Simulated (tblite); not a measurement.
Problem. Write Cartesian coordinates for `N#C[SiH2][C]1C[C@@H]1C#N` [radical] as optimised with GFN2-xTB. (Doublet state.)

Solution. 
```xyz
13
C5H5N2Si angstrom
N     -3.694   -0.322    0.810
C     -2.762    0.233    0.442
Si    -1.247    1.149   -0.156
C     -0.034   -0.215   -0.382
C      0.575   -1.380    0.249
C      1.413   -0.437   -0.601
C      2.322    0.446    0.041
N      3.034    1.165    0.577
H     -0.917    2.148    0.866
H     -1.546    1.750   -1.456
H      0.378   -2.364   -0.160
H      0.714   -1.389    1.325
H      1.759   -0.783   -1.571
```

Any rigid rotation of these coordinates is as good. Atoms count from 1 in this order. Si3 (silicon bonded to 2 C and 2 H) is distorted tetrahedral (angles from 102.1° to 116.3°). The C–C distances run from 1.421 Å (C6–C7, drawn single) to 1.521 Å (C5–C6, drawn single), a spread of 0.100 Å. C4 (carbon bonded to 2 C and Si) is pyramidal (angles 144.6°, 140.7° and 62.4°, sum 347.6°, 0.28 Å off the plane of its three neighbours). The 3-membered ring C4–C5–C6 has internal angles of 58.1° to 62.4°.

Bonds between heavy atoms (Å): N1≡C2 1.145, C2–Si3 1.869, Si3–C4 1.840, C4–C5 1.458, C5–C6 1.521, C6–C7 1.421, C7≡N8 1.145, C4–C6 1.480.

Structure optimised with GFN2-xTB, isolated species. This method treats the open shell by occupation alone, without spin polarisation.

Point group: C1 (no symmetry element, even within 0.4 Å). Its lowest GFN2-xTB frequency is 14 cm⁻¹, too small to tell a flat minimum from a shallow saddle. Torsions: C2–Si3–C4–C5 -50°. 3 starts were optimised and ended at 0.00, 0.01 and 0.22 kcal/mol (GFN2-xTB); the lowest of these is shown.

One conformer stands for the species.

All values are computed, not measured.
